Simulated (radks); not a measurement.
Task: All-electron atom: the molybdenum ion Mo4+ in [Kr] 4d2 (the NIST ground configuration). Method: Dirac Kohn-Sham, PBE, spin-unpolarised, spherical densities, finite nucleus; open shells are shared between the two j in proportion to 2j + 1; Fermi nuclear charge, rms radius 4.4091 fm; computed with a radial shooting solver on a logarithmic mesh with Libxc functionals.

Spin-orbit splittings of the eigenvalues, e(l+1/2) - e(l-1/2), with zeta = 2 splitting/(2l+1) and mean radii in bohr:

shell  occ.  splitting (eV)  zeta (eV)  <r> j=l-1/2  <r> j=l+1/2
2p        6           106.6      71.04       0.1308       0.1353
3p        6           17.56      11.71       0.4232       0.4337
3d       10           3.327      1.331       0.4128       0.4163
4p        6           2.669      1.779        1.176        1.202
4d        2               ?          ?        1.513        1.523

Estimate the 4d splitting.

Result: 0.3249 eV (zeta = 0.1299 eV).
